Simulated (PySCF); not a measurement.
Job file and geometry (Å, from GFN2-xTB) of an NMR shielding run on `ClC[SiH2]C1(Cl)C=C1`, C₄H₆Cl₂Si, GIAO PBE0/pcSseg-1 NMR shielding, non-relativistic, gas phase (PySCF 2.14.0, density-fitted response routines); density fitting, a coarse starting grid and PySCF grid level 2 are the driver's defaults:

```
$ OMP_NUM_THREADS=1 python probes_run.py task.json out

{"job": {"kind": "nmr", "xc": "PBE0", "basis": "pcSseg-1"}, "charge": 0, "multiplicity": 1}
Cl     1.900823    -1.717606    -0.563735
C      2.052887    -0.055929     0.069070
Si     0.506833     0.926868    -0.471777
C     -0.967392     0.123128     0.398461
Cl    -0.863633     0.473400     2.181055
C     -1.628725    -1.159650     0.030771
C     -2.338175    -0.081589    -0.141358
H      2.146484    -0.139748     1.148917
H      2.978757     0.348144    -0.331558
H      0.637626     2.315338    -0.035797
H      0.328295     0.779493    -1.916278
H     -1.510556    -2.214128     0.010891
H     -3.247614     0.402767    -0.396388
```

**Question.** Write the output of this run.

**Answer.** 
```
coarse grid: 12936 points
cycle   1  E = -1365.0896154175  dE =  8.300e-01  |g| = 3.076e-01  |ddm| = 3.379e+00
cycle   2  E = -1365.0987281094  dE = -9.113e-03  |g| = 2.804e-01  |ddm| = 7.794e-01
cycle   3  E = -1365.1172789528  dE = -1.855e-02  |g| = 5.793e-02  |ddm| = 3.935e-01
cycle   4  E = -1365.1178715391  dE = -5.926e-04  |g| = 2.977e-02  |ddm| = 8.445e-02
cycle   5  E = -1365.1180858457  dE = -2.143e-04  |g| = 5.125e-03  |ddm| = 3.168e-02
cycle   6  E = -1365.1180901518  dE = -4.306e-06  |g| = 3.004e-03  |ddm| = 7.697e-03
final grid: 112488 points
cycle   7  E = -1365.1580938976  dE = -2.798e-05  |g| = 7.602e-03  |ddm| = 2.866e-02
cycle   8  E = -1365.1580790462  dE =  1.485e-05  |g| = 1.051e-02  |ddm| = 1.515e-02
cycle   9  E = -1365.1581055867  dE = -2.654e-05  |g| = 2.032e-03  |ddm| = 9.393e-03
cycle  10  E = -1365.1581065182  dE = -9.316e-07  |g| = 3.654e-04  |ddm| = 1.912e-03
cycle  11  E = -1365.1581065497  dE = -3.145e-08  |g| = 9.127e-05  |ddm| = 4.301e-04
cycle  12  E = -1365.1581065516  dE = -1.947e-09  |g| = 2.526e-05  |ddm| = 1.195e-04
cycle  13  E = -1365.1581065518  dE = -1.442e-10  |g| = 7.690e-06  |ddm| = 3.461e-05
converged SCF energy = -1365.1581065518

GIAO shielding tensors (ppm)
atom      isotropic    diamagn.    paramagn.     s11        s22        s33       span
  0 Cl     925.933    1146.915    -220.982    818.225    866.359   1093.215    274.990
  1 C      155.441     251.476     -96.035    131.587    142.384    192.353     60.766
  2 Si     378.009     877.409    -499.400    346.725    377.432    409.871     63.146
  3 C      143.594     240.819     -97.225     85.816     93.408    251.558    165.741
  4 Cl     686.786    1146.428    -459.641    391.804    579.388   1089.166    697.362
  5 C       54.261     251.769    -197.508    -85.764     69.760    178.786    264.550
  6 C       57.214     257.414    -200.200    -80.602     70.031    182.214    262.816
  7 H       27.952      29.425      -1.473     24.030     26.039     33.787      9.757
  8 H       28.608      28.380       0.228     22.051     27.387     36.386     14.335
  9 H       26.941      27.893      -0.952     23.335     25.341     32.147      8.812
 10 H       27.800      28.045      -0.245     24.020     26.117     33.263      9.243
 11 H       23.790      31.498      -7.708     20.589     24.022     26.759      6.169
 12 H       23.958      32.780      -8.822     21.348     24.773     25.754      4.406
```

**Question.** Turn these shieldings into chemical shifts. δ = σ(ref) − σ, references computed at the same level: 35Cl (σref 949.78) against HCl; TMS for 13C (σref 186.93) and 29Si (σref 349.16) and 1H (σref 31.72).

**Answer.** Averaging equivalent atoms: Cl 4: 263; Cl 0: 24; C 5/6: 131.2; C 3: 43.3; C 1: 31.5; Si 2: -28.9; H 11/12: 7.84; H 9/10: 4.35; H 7/8: 3.44 ppm. 

Size and cost of the density-fitted run: 170 basis functions, 43 s wall time on 1 thread of an Arm Neoverse N1, shared host; peak memory 0.76 GiB.
